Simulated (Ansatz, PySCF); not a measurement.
Reaction (SMILES): C=C(Cl)[SiH2]O[SiH3] + 6 [H][H] (H2) -> 2 C (CH4) + Cl (HCl) + O (H2O) + 2 [SiH4] (SiH4)
Structures are relaxed separately at B3LYP-D3(BJ)/def2-TZVP in Ansatz (a quantum-chemistry and plane-wave program), one conformer each, not searched for the lowest. Frequencies are from Ansatz or PySCF.

Quantity: energy of full hydrogenation (enthalpy at 298 K, with B3LYP-D3(BJ) rigid-rotor harmonic-oscillator terms), in kcal/mol. Cores are frozen in the correlated levels unless marked. No spin-orbit coupling. No relativistic terms. CBS(X,Y): correlation extrapolated as X^-3; Hartree-Fock from the larger set.

```csv
level,program,energy of full hydrogenation (kcal/mol)
SVWN5/def2-TZVPD,Ansatz,[?]
PBE/def2-TZVPD,Ansatz,[?]
PBE0-D3(BJ)/def2-TZVP,Ansatz + dftd3,-28.1
PBE0/def2-QZVPP,Ansatz,-35.7
r2SCANh/def2-TZVPD,Ansatz,-24.9
CAM-B3LYP/def2-TZVPD,Ansatz,-31.7
B2GP-PLYP-D4/def2-TZVPD,Ansatz + dftd4,-20.6
B2GP-PLYP/def2-TZVPD,Ansatz,-23.2
B2PLYP-D3(BJ)/def2-TZVPD,Ansatz + dftd3,-19.3
B2PLYP/def2-TZVPD,Ansatz,-23.8
SCS-MP2/cc-pV(T+d)Z,Ansatz,-20.9
SCS-MP2/cc-pV(Q+d)Z,Ansatz,-19.8
CCSD/6-31G*,Ansatz,-12.1
CCSD/cc-pV(Q+d)Z,Ansatz,-27.7
"CCSD(T)/CBS(cc-pV(T+d)Z,cc-pV(Q+d)Z)",Ansatz,-21.6
```

**Question.** Complete the blanks.

**Answer.** 
- SVWN5/def2-TZVPD, energy of full hydrogenation (kcal/mol): -32.0
- PBE/def2-TZVPD, energy of full hydrogenation (kcal/mol): -30.0
